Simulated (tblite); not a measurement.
Run record: tight-binding relaxation, `C=C(C)/C=C(/BF)CC`.

Computed with GFN2-xTB geometry optimisation, gas phase (tblite 0.8.0). Start geometry: from a force field or distance geometry. A driver script takes a list of jobs; this job's settings line and coordinates (Å) are shown.

Command:
```bash
OMP_NUM_THREADS=1 python probes_run.py task.json out
```

Input:
```
{"job": {"kind": "relax", "xc": "GFN2-xTB", "basis": "xTB"}, "charge": 0, "multiplicity": 1}
C      2.545200    -1.177100     1.007900
C      1.571500    -0.397100     0.406900
C      2.077000     0.898400    -0.031500
C      0.290700    -1.010800     0.357700
C     -0.830800    -0.580100    -0.114100
B     -2.099900    -1.535200    -0.013000
F     -1.874400    -2.883900    -0.485900
C     -1.057300     0.707000    -0.779500
C     -2.064200     1.554500    -0.005800
H      3.492800    -0.696300     1.049500
H      2.300400    -2.154500     1.381200
H      3.146400     0.952100     0.320700
H      1.503500     1.734600     0.452100
H      2.041000     1.031200    -1.125900
H      0.224200    -2.035200     0.817500
H     -2.649600    -1.465100     1.061200
H     -0.175100     1.282100    -0.949600
H     -1.583200     0.533700    -1.798200
H     -2.951300     0.965400     0.301100
H     -2.356600     2.408100    -0.626400
H     -1.559000     1.885300     0.928600
```

Output:
```
step      E/eV     max force
  0    -735.03040    4.076
  1    -735.62436    3.278
  2    -735.91048    1.617
  3    -736.03176    1.011
  4    -736.14411    0.867
  5    -736.18574    0.864
  6    -736.21560    0.554
  7    -736.24935    0.492
  8    -736.27071    0.425
  9    -736.28552    0.273
... (109 lines left out)
119    -736.59291    0.021
120    -736.59301    0.024
121    -736.59310    0.021
122    -736.59321    0.020
123    -736.59330    0.018
124    -736.59336    0.017
125    -736.59340    0.018
126    -736.59343    0.016
127    -736.59346    0.010
128    -736.59347    0.007
```

«max force» is the largest atomic force in eV/Å.

From which step on does the largest force stay under 0.1 eV/Å, and how much energy is left to gain from there?

From step 52 (0.096 eV/Å), 26.7 meV above the end.

Summary of the converged run: energy lowered by 36.0 kcal/mol over 128 steps; largest atomic force 0.007 eV/Å at the end.

Where do the atoms end?

0.494 Å rms from the input after alignment:
```
atom  x, y, z in Å
C1     2.6274   -1.1511    0.9893
C2     1.6307   -0.4327    0.4584
C3     1.8925    0.9775    0.0181
C4     0.3271   -1.0651    0.3497
C5    -0.8619   -0.6866   -0.1774
B6    -2.0535   -1.6737   -0.0526
F7    -1.8810   -2.8399    0.5511
C8    -1.1492    0.6351   -0.8464
C9    -1.7877    1.6084    0.1473
H10    3.6185   -0.7468    1.1098
H11    2.4886   -2.1689    1.3125
H12    2.8825    1.2895    0.3443
H13    1.1595    1.6615    0.4377
H14    1.8587    1.0518   -1.0681
H15    0.3318   -2.0551    0.7940
H16   -3.1349   -1.4697   -0.4655
H17   -0.2555    1.0794   -1.2750
H18   -1.8569    0.4612   -1.6602
H19   -2.7114    1.1892    0.5397
H20   -2.0131    2.5550   -0.3390
H21   -1.1212    1.7977    0.9863
```

How long does this job take on one thread, Intel Xeon at 2.50 GHz (x86_64) (shared host)?

About 3.0 s.
Labels such as C1 count atoms from 1, the log's own numbers from 0.
